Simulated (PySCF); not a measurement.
C2H7ClOSi, SMILES [C@@H](C)([SiH2]Cl)O.

Coordinates come from a PBE-D3(BJ)/def2-SVP optimisation. The structure was generated by enumeration; whether it is a known compound was not checked. Other conformers were not sampled.

Two levels are set side by side: PBE/def2-TZVP (PySCF) and HF/def2-TZVP (PySCF). Same geometry, gas phase. Differences are taken from unrounded values.

```json
[
 {"quantity": "orbital gap (eV)", "HF": "14.16"},
 {"quantity": "highest occupied level (eV)", "HF": "-11.03"},
 {"quantity": "lowest empty level (eV)", "HF": "3.12"},
 {"quantity": "dipole moment (D)", "HF": "2.88"},
 {"quantity": "mean polarisability (bohr³)", "HF": "62.7"}
]
```

**Question.** What does PBE give, and how far is it from HF? (An estimate is asked for; the answer gives what the named calculation found.)

**Answer.** 
```
quantity                       PBE  PBE minus HF
---------------------------  -----  ------------
orbital gap (eV)              5.35         -8.80
highest occupied level (eV)  -6.15          4.89
lowest empty level (eV)      -0.79         -3.92
dipole moment (D)             2.50         -0.37
mean polarisability (bohr³)   70.5           7.8
```

PBE's occupied levels lie high since its potential decays too fast outside the molecule; exact exchange lowers them and widens the gap. PBE's more diffuse valence density responds more strongly to a field. Differences between two approximate levels are no errors against the true value.

Rough cost on one machine, each run with all the roots and properties that it gave: HF against PBE about 1/4.
